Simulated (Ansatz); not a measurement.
Geometry optimisation of Ge(vinyl)Cl3 (C₂H₃Cl₃Ge).

```yaml
crystal:
  periodic: [false, false, false]
  atoms:
    - {symbol: Ge, position_ang: [-0.176820, 0.313920, -1.214500]}
    - {symbol: C, position_ang: [-0.194810, 0.309230, 0.779790]}
    - {symbol: C, position_ang: [0.369220, -0.636320, 1.506430]}
    - {symbol: H, position_ang: [-0.705230, 1.145210, 1.234650]}
    - {symbol: H, position_ang: [0.879700, -1.472240, 1.055150]}
    - {symbol: H, position_ang: [0.344480, -0.615130, 2.585750]}
    - {symbol: Cl, position_ang: [1.813910, 0.318090, -1.982740]}
    - {symbol: Cl, position_ang: [-1.175650, 2.043950, -1.952040]}
    - {symbol: Cl, position_ang: [-1.154820, -1.406720, -2.012480]}
basis:
  gaussian: {orbitals: def2-SVP}
hamiltonian: {xc: pbe0, dispersion: d4}
scf: {lower_state_search: "off"}
output: {orbitals: {seedname: orbitals}}
relax: {f_tol: 0.02, max_steps: 100}
```

```sh
$ ansatz run in.yaml --threads 2 --pin off --events-out ev --progress --plain --max-ram 32768MiB --backend cpu
```

It prints (some lines left out):

```
Functional definition: PBE0
mean field -96169.67674853 eV, -3534.1704343603 hartree, gradient 2.6e-6 eV, S^2 0.000000; 0 other end points of the search recorded, 0 dependent functions left out
relax step   1: F+E_penalty+E_count = -96169.96141358 eV  Δ(F+E_penalty+E_count) = +0.000e0 eV  max|allowed force component| = 1.653e0 eV/Å  Δτ_max = 0.0000 Å  (15 SCF iters, accepted)
mean field -96169.73947684 eV, -3534.1727395831 hartree, gradient 2.7e-6 eV, S^2 0.000000; 0 other end points of the search recorded, 0 dependent functions left out
relax step   2: F+E_penalty+E_count = -96170.02562098 eV  Δ(F+E_penalty+E_count) = -6.421e-2 eV  max|allowed force component| = 5.034e-1 eV/Å  Δτ_max = 0.0369 Å  (19 SCF iters, accepted)
mean field -96169.74385421 eV, -3534.1729004484 hartree, gradient 1.4e-6 eV, S^2 0.000000; 0 other end points of the search recorded, 0 dependent functions left out
relax step   3: F+E_penalty+E_count = -96170.03053446 eV  Δ(F+E_penalty+E_count) = -4.913e-3 eV  max|allowed force component| = 3.152e-2 eV/Å  Δτ_max = 0.0149 Å  (20 SCF iters, accepted)
mean field -96169.74384747 eV, -3534.1729002007 hartree, gradient 1.7e-6 eV, S^2 0.000000; 0 other end points of the search recorded, 0 dependent functions left out
relax step   4: F+E_penalty+E_count = -96170.03052906 eV  Δ(F+E_penalty+E_count) = +5.405e-6 eV  max|allowed force component| = 5.015e-2 eV/Å  Δτ_max = 0.0119 Å  (14 SCF iters, rejected (line search))
mean field -96169.74409017 eV, -3534.1729091198 hartree, gradient 9.9e-7 eV, S^2 0.000000; 0 other end points of the search recorded, 0 dependent functions left out
relax step   5: F+E_penalty+E_count = -96170.03075738 eV  Δ(F+E_penalty+E_count) = -2.229e-4 eV  max|allowed force component| = 1.070e-2 eV/Å  Δτ_max = 0.0058 Å  (14 SCF iters, accepted)
mean field -96169.74414839 eV, -3534.1729112596 hartree, gradient 1.0e-6 eV, S^2 0.000000; 0 other end points of the search recorded, 0 dependent functions left out
relax step   6: F+E_penalty+E_count = -96170.03083902 eV  Δ(F+E_penalty+E_count) = -8.164e-5 eV  max|allowed force component| = 1.182e-2 eV/Å  Δτ_max = 0.0063 Å  (14 SCF iters, accepted)
mean field -96169.74421605 eV, -3534.1729137460 hartree, gradient 1.4e-6 eV, S^2 0.000000; 0 other end points of the search recorded, 0 dependent functions left out
relax step   7: F+E_penalty+E_count = -96170.03098355 eV  Δ(F+E_penalty+E_count) = -1.445e-4 eV  max|allowed force component| = 2.998e-2 eV/Å  Δτ_max = 0.0156 Å  (21 SCF iters, accepted)
mean field -96169.74405192 eV, -3534.1729077144 hartree, gradient 1.6e-6 eV, S^2 0.000000; 0 other end points of the search recorded, 0 dependent functions left out
relax step   8: F+E_penalty+E_count = -96170.03112333 eV  Δ(F+E_penalty+E_count) = -1.398e-4 eV  max|allowed force component| = 3.323e-1 eV/Å  Δτ_max = 0.1470 Å  (18 SCF iters, accepted)
mean field -96169.74713970 eV, -3534.1730211880 hartree, gradient 2.8e-6 eV, S^2 0.000000; 0 other end points of the search recorded, 0 dependent functions left out
relax step   9: F+E_penalty+E_count = -96170.03409909 eV  Δ(F+E_penalty+E_count) = -2.976e-3 eV  max|allowed force component| = 2.350e-1 eV/Å  Δτ_max = 0.0139 Å  (19 SCF iters, accepted)
mean field -96169.75605442 eV, -3534.1733487982 hartree, gradient 9.3e-7 eV, S^2 0.000000; 0 other end points of the search recorded, 0 dependent functions left out
relax step  10: F+E_penalty+E_count = -96170.04337147 eV  Δ(F+E_penalty+E_count) = -9.272e-3 eV  max|allowed force component| = 1.463e-1 eV/Å  Δτ_max = 0.1143 Å  (19 SCF iters, accepted)
mean field -96169.76778492 eV, -3534.1737798858 hartree, gradient 2.1e-6 eV, S^2 0.000000; 0 other end points of the search recorded, 0 dependent functions left out
relax step  11: F+E_penalty+E_count = -96170.05426830 eV  Δ(F+E_penalty+E_count) = -1.090e-2 eV  max|allowed force component| = 3.197e-1 eV/Å  Δτ_max = 0.1762 Å  (18 SCF iters, accepted)
mean field -96169.76896949 eV, -3534.1738234181 hartree, gradient 9.6e-7 eV, S^2 0.000000; 0 other end points of the search recorded, 0 dependent functions left out
relax step  12: F+E_penalty+E_count = -96170.05595009 eV  Δ(F+E_penalty+E_count) = -1.682e-3 eV  max|allowed force component| = 6.475e-1 eV/Å  Δτ_max = 0.1980 Å  (19 SCF iters, accepted)
mean field -96169.80782747 eV, -3534.1752514226 hartree, gradient 1.4e-6 eV, S^2 0.000000; 0 other end points of the search recorded, 0 dependent functions left out
relax step  13: F+E_penalty+E_count = -96170.09508878 eV  Δ(F+E_penalty+E_count) = -3.914e-2 eV  max|allowed force component| = 8.185e-2 eV/Å  Δτ_max = 0.2000 Å  (19 SCF iters, accepted)
mean field -96169.81069521 eV, -3534.1753568099 hartree, gradient 2.1e-6 eV, S^2 0.000000; 0 other end points of the search recorded, 0 dependent functions left out
relax step  14: F+E_penalty+E_count = -96170.09755402 eV  Δ(F+E_penalty+E_count) = -2.465e-3 eV  max|allowed force component| = 2.974e-1 eV/Å  Δτ_max = 0.0759 Å  (19 SCF iters, accepted)
mean field -96169.81500394 eV, -3534.1755151531 hartree, gradient 9.3e-7 eV, S^2 0.000000; 0 other end points of the search recorded, 0 dependent functions left out
relax step  15: F+E_penalty+E_count = -96170.10191877 eV  Δ(F+E_penalty+E_count) = -4.365e-3 eV  max|allowed force component| = 1.863e-1 eV/Å  Δτ_max = 0.1299 Å  (19 SCF iters, accepted)
mean field -96169.81596531 eV, -3534.1755504828 hartree, gradient 1.6e-6 eV, S^2 0.000000; 0 other end points of the search recorded, 0 dependent functions left out
relax step  16: F+E_penalty+E_count = -96170.10277473 eV  Δ(F+E_penalty+E_count) = -8.560e-4 eV  max|allowed force component| = 9.796e-2 eV/Å  Δτ_max = 0.0287 Å  (20 SCF iters, accepted)
mean field -96169.81731909 eV, -3534.1756002330 hartree, gradient 1.5e-6 eV, S^2 0.000000; 0 other end points of the search recorded, 0 dependent functions left out
relax step  17: F+E_penalty+E_count = -96170.10440333 eV  Δ(F+E_penalty+E_count) = -1.629e-3 eV  max|allowed force component| = 1.178e-2 eV/Å  Δτ_max = 0.0277 Å  (20 SCF iters, accepted)
Total energy: -96170.10442887 eV, -3534.1861513231 hartree
Atom 0 at    -0.254546     0.229110    -1.173557 Å, force     0.001160    -0.001461     0.003879 eV/Å
Atom 1 at    -0.419613     0.066322     0.729255 Å, force     0.010160    -0.003195    -0.008804 eV/Å
Atom 2 at     0.583759    -0.383381     1.484692 Å, force    -0.011783     0.005113     0.000698 eV/Å
Atom 3 at    -1.379867     0.359716     1.167623 Å, force    -0.000738    -0.001083    -0.003283 eV/Å
Atom 4 at     1.545652    -0.677551     1.052064 Å, force     0.000450     0.002226     0.000306 eV/Å
Atom 5 at     0.479137    -0.474418     2.571000 Å, force     0.004785    -0.001478     0.001468 eV/Å
Atom 6 at     1.712961    -0.349230    -1.802529 Å, force    -0.004178    -0.000686     0.001511 eV/Å
Atom 7 at    -0.598093     2.240108    -1.828717 Å, force     0.000915     0.000091     0.003423 eV/Å
Atom 8 at    -1.669408    -1.010687    -2.199821 Å, force    -0.000771     0.000473     0.000802 eV/Å
Dipole moment:     0.015250    -0.074321     0.591788 e Å
Checks for a lower state left out: stability, starts, cluster_reference, orbital_swaps, neighbouring_geometries, increment
```

Run time 49 s (2 threads of AMD EPYC 7R13 on a shared host).
